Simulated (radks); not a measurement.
Q: The table gives one normalised radial function P(r) = r R(r) (large component) of Ge in [Ar] 3d10 4s2 4p2 (r in bohr). Calculated with a radial shooting solver on a logarithmic mesh with Libxc functionals: Dirac Kohn-Sham, LDA (Slater exchange, Perdew-Wang correlation), spin-unpolarised, spherical densities, finite nucleus; open shells fill j = l - 1/2 first; Fermi nuclear charge, rms radius 4.0742 fm.

| r | P |
|---|---|
| 0.002743 | 0.0009 |
| 0.003601 | 0.0014 |
| 0.004764 | 0.0023 |
| 0.006303 | 0.0037 |
| 0.00834 | 0.0059 |
| 0.01104 | 0.0095 |
| 0.0146 | 0.0152 |
| 0.01916 | 0.0237 |
| 0.02536 | 0.0367 |
| 0.03355 | 0.0552 |
| 0.04439 | 0.0797 |
| 0.05874 | 0.1086 |
| 0.07772 | 0.1364 |
| 0.102 | 0.1515 |
| 0.135 | 0.1384 |
| 0.1786 | 0.0799 |
| 0.2363 | -0.0266 |
| 0.3126 | -0.1539 |
| 0.4137 | -0.2428 |
| 0.543 | -0.2312 |
| 0.7184 | -0.0935 |
| 0.9506 | 0.1367 |
| 1.258 | 0.3829 |
| 1.664 | 0.5630 |
| 2.184 | 0.6235 |
| 2.89 | 0.5608 |
| 3.824 | 0.4114 |
| 5.06 | 0.2409 |
| 6.695 | 0.1075 |
| 8.858 | 0.0342 |

Which n and l does it have? It may be an empty orbital.

A: n = 4, l = 1: the number of nodes gives n - l - 1 = 2, the rise at small r points to l (for j = l - 1/2 the large component starts outside the nucleus as r^gamma with gamma = sqrt(l^2 - (Z/c)^2) = 0.97 and the r^(l+1) term takes over further out; the orbital of l - 1 with the same j starts with the same power, but with a larger coefficient, and does not steepen), and the extent must fit the shell. The curve is that of 4p1/2; the two j differ most near the nucleus, where j = l - 1/2 has the larger amplitude, and in heavy atoms j = l - 1/2 is also the more compact. 4p1/2: eigenvalue -4.101 eV, 2 radial nodes at r = 0.222, 0.812 bohr, <r> = 2.85 bohr, 90 % of the charge inside 4.51 bohr.
